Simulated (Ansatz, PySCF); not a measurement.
Si(OSiH3)(NHSiH3)(Me)2 (C2H13NOSi3), SMILES C[Si](C)(N[SiH3])O[SiH3].

Coordinates come from a PBE-D3(BJ)/def2-SVP optimisation. Other conformers were not sampled.

Vertical ionisation energy (IE) and electron affinity (EA) in eV. Rows of orbital energies are one-electron estimates. Where ΔSCF, EOM or ADC give a negative EA the extra electron is unbound and the value depends on the basis.

| level | IE | EA |
|---|---|---|
| −ε(HOMO), −ε(LUMO), B3LYP/def2-SVP (PySCF) | ? | ? |
| −ε(HOMO), −ε(LUMO), PBE/def2-SVP (PySCF) | 5.73 | 0.30 |
| ΔSCF, PBE0/def2-SVPD (Ansatz), final states of multiplicity 2 and 2 | 8.97 | -1.12 |
| ΔSCF, PBE/def2-SVPD (Ansatz), final states of multiplicity 2 and 2 | 8.55 | -0.83 |

### Question
Complete the blanks. (Estimate from the structure and the level; the computed values follow.)

### Answer

- −ε(HOMO), −ε(LUMO), B3LYP/def2-SVP (PySCF), IE: 6.84
- −ε(HOMO), −ε(LUMO), B3LYP/def2-SVP (PySCF), EA: -0.38

### Question
What vertical singlet–triplet gap does ΔSCF give with PBE0/def2-SVPD (Ansatz, a program for electronic structure) and with PBE/def2-SVPD (Ansatz)? (An estimate is asked for; the answer gives what the named calculation found.)

### Answer
5.78 and 5.35 eV (triplet above singlet where positive).
